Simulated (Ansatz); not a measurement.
One change: `CN[SiH](N)O` becomes `CO[SiH](N)O`.

Ansatz, PBE0-D4/def2-TZVP geometries, multiplicity 1. Each molecule was computed in one conformer, which needn't be the lowest.

| property | `CN[SiH](N)O` |
| --- | --- |
| LUMO energy (B3LYP/def2-TZVPP) / eV | 0.71 |
| HOMO energy (ωB97M-V/def2-TZVPP) / eV | -8.97 |
| size of the dipole moment (PBE/def2-TZVPP) / D | 0.89 |
| LUMO energy (PBE/def2-TZVPP) / eV | 0.23 |
| size of the dipole moment (B3LYP/def2-TZVPP) / D | 0.94 |
| HOMO–LUMO gap (PBE0/def2-TZVPP) / eV | 7.69 |

Question: What does the change do to each property? (An estimate is asked.)

Answer: Computed: 
| property | `CO[SiH](N)O` | shift |
| --- | --- | --- |
| LUMO energy (B3LYP/def2-TZVPP) / eV | 0.65 | -0.06 |
| HOMO energy (ωB97M-V/def2-TZVPP) / eV | -10.24 | -1.27 |
| size of the dipole moment (PBE/def2-TZVPP) / D | 0.98 | 0.09 |
| LUMO energy (PBE/def2-TZVPP) / eV | 0.15 | -0.08 |
| size of the dipole moment (B3LYP/def2-TZVPP) / D | 0.95 | 0.01 |
| HOMO–LUMO gap (PBE0/def2-TZVPP) / eV | 8.82 | 1.13 |

With PBE0 the HOMO falls by 1.18 eV and the LUMO falls by 0.05 eV, so the gap widens by about 1.13 eV. PBE moves the HOMO by -1.06 eV and ωB97M-V by -1.27 eV. Dipoles are sizes alone; their direction can turn.

B3LYP here is the variant with VWN-RPA as its local correlation; programs differ in this.
